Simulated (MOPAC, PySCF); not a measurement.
C2H6N2, SMILES `[H]/N=C\CN`, neutral singlet in the gas phase. 

Z-matrix (Å, degrees):
```
C
H 1 1.0937
H 1 1.0942 2 107.01
N 1 1.4627 2 108.99 3 116.45
H 4 1.0131 1 111.25 2 -171.71
H 4 1.0135 5 107.40 1 121.31
C 1 1.5092 2 109.37 3 -118.20
N 7 1.2654 1 127.91 2 0.12
H 8 1.0242 7 110.85 1 1.85
H 7 1.0956 8 117.14 9 179.69
```
Charge 0, spin multiplicity 1.

All levels are single points at this geometry (B3LYP-D3(BJ)/def2-TZVP); Pople sets use spherical d functions. Orbital energies aren't observables, and empty levels follow the basis.

```csv
level,HOMO (eV),LUMO (eV),gap (eV),dipole (D),"vertical IE, Delta-SCF (eV)"
B3LYP-D3(BJ)/def2-TZVP in PySCF,-6.78,-0.54,6.24,1.47,–
B3LYP/3-21G in PySCF,-5.84,0.13,5.97,1.15,–
B3LYP/6-311+G** in PySCF,-6.85,-0.73,6.12,1.46,–
B3LYP/6-31G* in PySCF,-6.37,-0.04,6.33,1.32,8.95
BP86/6-31G* in PySCF,-5.20,-1.02,4.19,1.37,–
PBE/6-31G* in PySCF,-5.08,-0.92,4.16,1.36,8.52
SVWN5/6-31G* in PySCF,-5.15,-1.13,4.03,1.39,–
HF/3-21G in PySCF,-10.18,4.61,14.79,1.16,–
HF/6-31G* in PySCF,-10.52,4.46,14.98,1.38,–
HF/STO-3G in PySCF,-8.54,7.94,16.49,0.82,–
PM3 in MOPAC,-9.69,0.72,10.41,0.77,–
PM6 in MOPAC,-9.65,0.56,10.21,1.02,–
PM7 in MOPAC,-9.87,0.42,10.29,1.06,–
```
